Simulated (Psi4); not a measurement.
Input for Psi4:
```
memory 2 GB

molecule {
0 4
N     0.00000000    0.00000000    0.00000000
}

set {
  basis 3-21g
  reference uhf
}

energy('mp2')
print_variables()
```

Problem. What does this run give for the MP2 correlation energy, number of basis functions, SCF-reference <S^2>, total energy?

Solution. 
| Item | Value |
|---|---|
| MP2 correlation energy | -0.0278 Eh |
| number of basis functions | 9 |
| SCF-reference <S^2> | 3.752 |
| total energy | -54.1332 Eh |

These values belong to the state on which the SCF converged, which isn't shown to be the lowest.
